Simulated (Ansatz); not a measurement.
`S[SiH](Cl)CCl`, charge 0, multiplicity 1.

Question: Give a relaxed structure at PBE0-D4/def2-TZVP (Ansatz). (An estimate is asked.)

Answer: Ansatz gave: 
Z-matrix (Å, degrees):
```
Si
Cl 1 2.051
C 1 1.874 2 108.3
S 1 2.121 2 106.3 3 120.1
H 1 1.479 2 108.6 3 -118.2
Cl 3 1.787 1 107.4 2 -178.5
H 3 1.090 1 112.3 2 62.8
H 3 1.091 1 111.7 2 -60.4
H 4 1.347 1 92.1 2 -174.1
```
This is one stationary point; other conformers may exist.
